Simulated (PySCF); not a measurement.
Bi(Me)3 (C3H9Bi), SMILES [CH3][Bi]([CH3])[CH3]. Geometry: B3LYP-D3(BJ)/def2-SVP. The isomer is the one that the SMILES or the coordinates give; other isomers of the formula were not compared. The def2 effective core potentials stand for the cores of Bi; spin–orbit coupling is left out.

Computed equilibrium geometry at B3LYP-D3(BJ)/def2-SVP (PySCF confirms it by a frequency run) as a Z-matrix, and its point group:
point group C3v.
```
Bi
C 1 2.2987
H 2 1.0990 1 108.80
H 2 1.0995 3 109.87 1 -119.75
H 2 1.0995 3 109.87 4 -120.49
C 1 2.2987 2 92.56 3 -46.34
H 6 1.0990 1 108.80 2 46.34
H 6 1.0995 7 109.87 3 88.93
H 6 1.0995 7 109.87 8 120.49
C 1 2.2987 2 92.56 3 46.34
H 10 1.0990 1 108.80 2 -46.34
H 10 1.0995 11 109.87 3 150.58
H 10 1.0995 11 109.87 12 120.49
```
